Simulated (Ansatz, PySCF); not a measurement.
FGeH3Zn, SMILES [F][Zn][GeH3]. Atoms are numbered in the order given.

```xyz
6

Zn    -0.3696     0.7005    -0.4742
F     -0.8187     1.9669    -1.5980
Ge     0.2357    -1.0083     1.0427
H      1.1244    -2.0676     0.3626
H      1.0198    -0.4375     2.2402
H     -1.0094    -1.7270     1.5972
```
Charge 0, spin multiplicity 1.

The structure is a stationary point at PBE0-D3(BJ)/def2-SVP. The structure was generated by enumeration; whether it is a known compound was not checked.

Two levels are set side by side: PBE-D3(BJ)/def2-SVP (Ansatz, a first-principles code) and PBE0-D3(BJ)/def2-SVP (Ansatz). Each level has its own optimised geometry; the coordinates shown are those of the second. Frequencies come from the Hessian of PySCF at each geometry. Differences are taken from unrounded values.

```tsv
quantity	PBE0-D3(BJ)
mean bond length (Å)	1.748
bond Zn1–F2 (Å)	1.752
bond Zn1–Ge3 (Å)	2.364
bond Ge3–H4 (Å)	1.541
bond Ge3–H5 (Å)	1.541
bond Ge3–H6 (Å)	1.541
highest harmonic wavenumber (cm⁻¹)	2151
mean harmonic wavenumber (cm⁻¹)	918
zero-point energy (kcal/mol)	15.74
```

Question: What does PBE-D3(BJ) give, and how far is it from PBE0-D3(BJ)? (Estimate from the structure and the level; the computed values follow.)

Answer: 
```json
[
 {"quantity": "mean bond length (Å)", "PBE-D3(BJ)": "1.755", "PBE-D3(BJ) minus PBE0-D3(BJ)": "0.008"},
 {"quantity": "bond Zn1–F2 (Å)", "PBE-D3(BJ)": "1.761", "PBE-D3(BJ) minus PBE0-D3(BJ)": "0.009"},
 {"quantity": "bond Zn1–Ge3 (Å)", "PBE-D3(BJ)": "2.359", "PBE-D3(BJ) minus PBE0-D3(BJ)": "-0.005"},
 {"quantity": "bond Ge3–H4 (Å)", "PBE-D3(BJ)": "1.552", "PBE-D3(BJ) minus PBE0-D3(BJ)": "0.012"},
 {"quantity": "bond Ge3–H5 (Å)", "PBE-D3(BJ)": "1.552", "PBE-D3(BJ) minus PBE0-D3(BJ)": "0.012"},
 {"quantity": "bond Ge3–H6 (Å)", "PBE-D3(BJ)": "1.552", "PBE-D3(BJ) minus PBE0-D3(BJ)": "0.012"},
 {"quantity": "highest harmonic wavenumber (cm⁻¹)", "PBE-D3(BJ)": "2080", "PBE-D3(BJ) minus PBE0-D3(BJ)": "-70"},
 {"quantity": "mean harmonic wavenumber (cm⁻¹)", "PBE-D3(BJ)": "887", "PBE-D3(BJ) minus PBE0-D3(BJ)": "-31"},
 {"quantity": "zero-point energy (kcal/mol)", "PBE-D3(BJ)": "15.21", "PBE-D3(BJ) minus PBE0-D3(BJ)": "-0.53"}
]
```

GGA bonds tend to be longer and softer than those of functionals with exact exchange. Differences between two approximate levels are no errors against the true value.
